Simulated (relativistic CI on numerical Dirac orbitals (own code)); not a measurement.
# d8 in a ligand field

Computed with a parametric ligand-field model of a d^n configuration (Racah B and C, spin-orbit zeta, crystal field), exact diagonalisation.

Field parameters in Wybourne normalisation: Oh B⁴₀ = 21Dq, B⁴₄ = √(5/14) B⁴₀. The field is a parameter set, without covalency.

**Question.** A d8 ion in Oh symmetry has the ground term 3A2 and bands at 3T2 12500 cm⁻¹ (800 nm), 1E 13658 cm⁻¹ (732 nm), 3T1 19632 cm⁻¹ (509 nm), 1A1 23341 cm⁻¹ (428 nm), 1T2 25844 cm⁻¹ (387 nm), 3T1 31218 cm⁻¹ (320 nm). Which parameters reproduce them?

**Answer.** B = 890, C = 3450, ζ = 0 cm⁻¹, Oh, 10Dq = 12500 cm⁻¹.

**Question.** Ground term and bands for B = 860, C = 4370, ζ = 0 cm⁻¹, Oh, 10Dq = 16550 cm⁻¹?

**Answer.** Ground term 3A2 with 2.00 electrons in the two orbitals of the cubic e set. Spin-allowed: 3T2 16550 cm⁻¹ (604 nm), 3T1 24490 cm⁻¹ (408 nm), 3T1 38060 cm⁻¹ (263 nm). Lowest spin-forbidden: 1E 15361 cm⁻¹ (651 nm), 1A1 26208 cm⁻¹ (382 nm), 1T2 31674 cm⁻¹ (316 nm). With an A2 ground term the first spin-allowed band lies at |10Dq| itself.

**Question.** Ground term and bands for B = 350, C = 1260, ζ = 0 cm⁻¹, Oh, 10Dq = 18000 cm⁻¹?

**Answer.** Ground term 3A2 with 2.00 electrons in the two orbitals of the cubic e set. Spin-allowed: 3T2 18000 cm⁻¹ (556 nm), 3T1 21909 cm⁻¹ (456 nm), 3T1 37341 cm⁻¹ (268 nm). Lowest spin-forbidden: 1E 5280 cm⁻¹ (1894 nm), 1A1 10042 cm⁻¹ (996 nm), 1T2 23240 cm⁻¹ (430 nm). With an A2 ground term the first spin-allowed band lies at |10Dq| itself.

**Question.** Ground term and bands for B = 640, C = 2450, ζ = 0 cm⁻¹, Oh, 10Dq = 27500 cm⁻¹?

**Answer.** Ground term 3A2 with 2.00 electrons in the two orbitals of the cubic e set. Spin-allowed: 3T2 27500 cm⁻¹ (364 nm), 3T1 34522 cm⁻¹ (290 nm), 3T1 57578 cm⁻¹ (174 nm). Lowest spin-forbidden: 1E 9932 cm⁻¹ (1007 nm), 1A1 18651 cm⁻¹ (536 nm), 1T2 37346 cm⁻¹ (268 nm). With an A2 ground term the first spin-allowed band lies at |10Dq| itself.

**Question.** A d8 ion in Oh symmetry has the ground term 3A2 and bands at 1E 7551 cm⁻¹ (1324 nm), 1A1 14387 cm⁻¹ (695 nm), 3T2 27950 cm⁻¹ (358 nm), 3T1 33364 cm⁻¹ (300 nm), 1T2 35453 cm⁻¹ (282 nm), 3T1 57686 cm⁻¹ (173 nm). Which parameters reproduce them?

**Answer.** B = 480, C = 1880, ζ = 0 cm⁻¹, Oh, 10Dq = 27950 cm⁻¹.
